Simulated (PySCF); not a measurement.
Isomers of C3H5Cl. Isolated molecules, 0 K electronic values unless said otherwise. Strings in code marks are SMILES.

All values below come from PySCF with PBE-D3(BJ)/def2-TZVP // PBE0-D3(BJ)/def2-TZVP. 

| species | LUMO (eV) | HOMO (eV) | S1 oscillator strength |
|---|---|---|---|
| `C=C(C)Cl` | -1.01 | -6.14 | ___ |
| `ClC1CC1` | ___ | -6.43 | 0.000 |
| `C/C=C/Cl` | -0.94 | -5.95 | 0.000 |
| `C/C=C\Cl` | -0.88 | ___ | 0.000 |

### Question
What belongs in the gaps?

### Answer

- `C=C(C)Cl`, S1 oscillator strength: 0.000
- `ClC1CC1`, LUMO (eV): -0.18
- `C/C=C\Cl`, HOMO (eV): -6.00
